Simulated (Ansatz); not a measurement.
AlH5O2Si, SMILES `[OH][AlH][SiH2]O`, relaxed with RKS PBE0-D4/def2-TZVP in Ansatz 0.2.0 from a PBE-D4/def2-SVP geometry. The force threshold is 0.005 eV/Å; the program also tests the step.

Total charge 0; spin multiplicity 1.

Start:

```xyz
9

O    -0.333   -0.347    2.380
Al   -0.417    0.834    1.122
Si    0.313    0.252   -1.172
O     0.606   -1.419   -1.316
H     0.044   -1.235    2.271
H    -0.994    2.236    1.627
H    -0.665    0.747   -2.222
H     1.634    0.899   -1.501
H    -0.187   -1.967   -1.189
```

(1) By how much does the energy fall, and how many steps does the optimiser take? (An estimate is asked.)

(2) Which bonds change most? (Estimate.)

(3) Give the relaxed structure. (Estimate.)

## Answers

(1) Ansatz gave: 0.05 eV, in 12 steps, 2 of them rejected.

(2) Ansatz gave: Si3–O4 from 1.702 to 1.665 Å; O1–Al2 from 1.727 to 1.701 Å; Si3–H7 from 1.518 to 1.497 Å; Si3–H8 from 1.507 to 1.490 Å.

(3) The calculation gave: 
```xyz
9

O    -0.339   -0.340    2.364
Al   -0.412    0.851    1.151
Si    0.310    0.237   -1.132
O     0.609   -1.395   -1.279
H     0.020   -1.212    2.206
H    -0.956    2.263    1.618
H    -0.681    0.680   -2.163
H     1.602    0.892   -1.482
H    -0.153   -1.976   -1.283
```
